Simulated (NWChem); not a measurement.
# C₄H₃F; SMILES C#CC(=C)F

```xyz
8

C      0.0568     2.1812     0.0000
C     -0.0124     0.9741     0.0000
C     -0.0671    -0.4493     0.0000
C     -1.1737    -1.1954     0.0000
F      1.1523    -1.0396     0.0000
H      0.1059     3.2466     0.0000
H     -2.1489    -0.7252     0.0000
H     -1.1093    -2.2775     0.0000
```
Atoms are numbered in this order, from 1.

Program: NWChem. Geometry optimised at B3LYP/6-31G*; all other runs use it. Pople sets run with spherical d functions.

```tsv
quantity	level	value
cavity-dispersion-structure term (kcal/mol) in water	B3LYP/6-31G*, SMD	?
vertical, lowest state with f > 0.02, singlet (eV)	PBE0/def2-SVPD, TDA	?
isotropic polarisability (bohr³), static	PBE0/def2-SVPD	50.0
−ε(HOMO) (eV)	PBE0/def2-SVP	7.32
dipole (D)	B3LYP/6-31G*	1.44
highest harmonic frequency (cm⁻¹)	B3LYP/6-31G*	?
```

Task: Fill in the missing entries.

Result: 
- cavity-dispersion-structure term (kcal/mol) in water, value: 5.3
- vertical, lowest state with f > 0.02, singlet (eV), value: 5.95
- highest harmonic frequency (cm⁻¹), value: 3496
